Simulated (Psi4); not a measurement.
CH$_{6}$AlBO$_{4}$ (SMILES OB(O)[CH2][Al]([OH])[OH]), singlet, at a GFN2-xTB geometry (such geometries of metal compounds can be far from the true shape), atoms displaced at random by about 0.08 Å a coordinate; HF/STO-3G, gradient run with Psi4.

Input for Psi4:
```
memory 2 GB

molecule mol {
0 1
B    -1.665203   -0.148911    0.349726
O    -2.092952   -0.727255    1.509056
O    -1.902892   -0.869531   -0.698218
C    -0.709844    0.923338    0.517390
Al    1.162489    0.462559   -0.208876
O     2.646675    0.613669    0.545803
O     1.089004   -0.260014   -1.867881
H    -2.680225   -1.489225    1.343518
H    -1.468734   -0.485146   -1.625626
H    -0.951321    1.726697   -0.243559
H    -0.567994    1.183556    1.621371
H     3.322156    0.841636    1.200561
H     1.330691   -0.826572   -2.467145
symmetry c1
no_reorient
no_com
}

set {
  basis sto-3g
  reference rhf
}

gradient('scf')
print_variables()
```

What the program printed (banner, timings and long lists left out):

```
gradient() will perform analytic gradient computation.

   => Loading Basis Set <=

    Name: STO-3G
    Role: ORBITAL
    Keyword: BASIS

         ---------------------------------------------------------
                                   SCF
               by Justin Turney, Rob Parrish, Andy Simmonett
                          and Daniel G. A. Smith
                              RHF Reference
         ---------------------------------------------------------

  ==> Geometry <==

    Molecular point group: c1
    Full point group: C1

    Geometry (in Angstrom), charge = 0, multiplicity = 1:

       Center              X                  Y                   Z               Mass
    ------------   -----------------  -----------------  -----------------  -----------------
         B           -1.665203000000    -0.148911000000     0.349726000000    11.009305360000
         O           -2.092952000000    -0.727255000000     1.509056000000    15.994914619570
         O           -1.902892000000    -0.869531000000    -0.698218000000    15.994914619570
         C           -0.709844000000     0.923338000000     0.517390000000    12.000000000000
         AL           1.162489000000     0.462559000000    -0.208876000000    26.981538530000
         O            2.646675000000     0.613669000000     0.545803000000    15.994914619570
         O            1.089004000000    -0.260014000000    -1.867881000000    15.994914619570
         H           -2.680225000000    -1.489225000000     1.343518000000     1.007825032230
         H           -1.468734000000    -0.485146000000    -1.625626000000     1.007825032230
         H           -0.951321000000     1.726697000000    -0.243559000000     1.007825032230
         H           -0.567994000000     1.183556000000     1.621371000000     1.007825032230
         H            3.322156000000     0.841636000000     1.200561000000     1.007825032230
         H            1.330691000000    -0.826572000000    -2.467145000000     1.007825032230

  Running in c1 symmetry.

  Rotational constants: A =      0.11675  B =      0.04096  C =      0.03304 [cm^-1]
  Rotational constants: A =   3500.02377  B =   1228.05861  C =    990.41763 [MHz]
  Nuclear repulsion =  346.433626501689275

  Charge       = 0
  Multiplicity = 1
  Electrons    = 62
  Nalpha       = 31
  Nbeta        = 31

  ==> Algorithm <==

  SCF Algorithm Type is DF.
  DIIS enabled.
  MOM disabled.
  Fractional occupation disabled.
  Guess Type is SAD.
  Energy threshold   = 1.00e-08
  Density threshold  = 1.00e-08
  Integral threshold = 1.00e-12

  ==> Primary Basis <==

  Basis Set: STO-3G
    Blend: STO-3G
    Number of shells: 29
    Number of basis functions: 45
    Number of Cartesian functions: 45
    Spherical Harmonics?: true
    Max angular momentum: 1

   => Loading Basis Set <=

    Name: (STO-3G AUX)
    Role: JKFIT
    Keyword: DF_BASIS_SCF

  ==> Integral Setup <==

  SCF_SUBTYPE=INCORE selected. In-core MEM_DF algorithm will be used.
  Using in-core AOs.

  ==> MemDFJK: Density-Fitted J/K Matrices <==

    J tasked:                   Yes
    K tasked:                   Yes
    wK tasked:                   No
    Algorithm:                 Core
    Schwarz Cutoff:           1E-12
    Mask sparsity (%):       4.8395
    Fitting Condition:        1E-10

   => Auxiliary Basis Set <=

  Basis Set: (STO-3G AUX)
    Blend: DEF2-UNIVERSAL-JKFIT
    Number of shells: 224
    Number of basis functions: 694
    Number of Cartesian functions: 825
    Spherical Harmonics?: true
    Max angular momentum: 4

  Minimum eigenvalue in the overlap matrix is 1.9572011657E-01.
  Reciprocal condition number of the overlap matrix is 8.3160381648E-02.
    Using symmetric orthogonalization.

  ==> Pre-Iterations <==

  SCF Guess: Superposition of Atomic Densities via on-the-fly atomic UHF (no occupation information).

   -------------------------
    Irrep   Nso     Nmo
   -------------------------
     A         45      45
[...]
  @DF-RHF Final Energy:  -599.71490382214597
    Total Energy =                       -599.7149038221459705
[...]

 ------------------------------------------------------------------------------------

         ------------------------------------------------------------
                                   SCF GRAD
                          Rob Parrish, Justin Turney,
                       Andy Simmonett, and Alex Sokolov
         ------------------------------------------------------------

  ==> Geometry <==

    Molecular point group: c1
    Full point group: C1

    Geometry (in Angstrom), charge = 0, multiplicity = 1:

       Center              X                  Y                   Z               Mass
    ------------   -----------------  -----------------  -----------------  -----------------
         B           -1.665203000000    -0.148911000000     0.349726000000    11.009305360000
         O           -2.092952000000    -0.727255000000     1.509056000000    15.994914619570
         O           -1.902892000000    -0.869531000000    -0.698218000000    15.994914619570
         C           -0.709844000000     0.923338000000     0.517390000000    12.000000000000
         AL           1.162489000000     0.462559000000    -0.208876000000    26.981538530000
         O            2.646675000000     0.613669000000     0.545803000000    15.994914619570
         O            1.089004000000    -0.260014000000    -1.867881000000    15.994914619570
         H           -2.680225000000    -1.489225000000     1.343518000000     1.007825032230
         H           -1.468734000000    -0.485146000000    -1.625626000000     1.007825032230
         H           -0.951321000000     1.726697000000    -0.243559000000     1.007825032230
         H           -0.567994000000     1.183556000000     1.621371000000     1.007825032230
         H            3.322156000000     0.841636000000     1.200561000000     1.007825032230
         H            1.330691000000    -0.826572000000    -2.467145000000     1.007825032230

  Nuclear repulsion =  346.433626501689275

  ==> Basis Set <==

  Basis Set: STO-3G
    Blend: STO-3G
    Number of shells: 29
    Number of basis functions: 45
    Number of Cartesian functions: 45
    Spherical Harmonics?: true
    Max angular momentum: 1

  ==> DFJKGrad: Density-Fitted SCF Gradients <==

    Gradient:                    1
    J tasked:                  Yes
    K tasked:                  Yes
    wK tasked:                  No
    Integrals threads:           1
    Schwarz Cutoff:          1E-12
    Fitting Condition:       1E-10

   => Auxiliary Basis Set <=

  Basis Set: (STO-3G AUX)
    Blend: DEF2-UNIVERSAL-JKFIT
    Number of shells: 224
    Number of basis functions: 694
    Number of Cartesian functions: 825
    Spherical Harmonics?: true
    Max angular momentum: 4

  -Total Gradient:
     Atom            X                  Y                   Z
    ------   -----------------  -----------------  -----------------
       1        0.009011029489     0.052148273054    -0.068618331473
       2        0.012192594923    -0.007487576988    -0.020969413446
       3       -0.011848373237     0.003961941187     0.174473816791
       4       -0.120659283999    -0.079595379047     0.017422011932
       5       -0.005503471859     0.045189875446     0.041777242057
       6        0.040755021658     0.015416199909     0.045706952663
       7        0.083170972980    -0.198213914220    -0.227188918298
       8        0.003337646413     0.006686931474     0.006118629182
       9        0.039260194946     0.035418050426    -0.092027304627
      10       -0.005628685490     0.004866139211    -0.045959021457
      11        0.014500532478    -0.011575379015     0.053402370631
      12        0.019426979108    -0.005383122239    -0.002741799111
      13       -0.078015157412     0.138567960804     0.118603765155

  Variable Map:
  ----------------------------------------------------------------------------
[...]
  Array Variable Map:
  ----------------------------------------------------------------------------
[...]
[...]
```
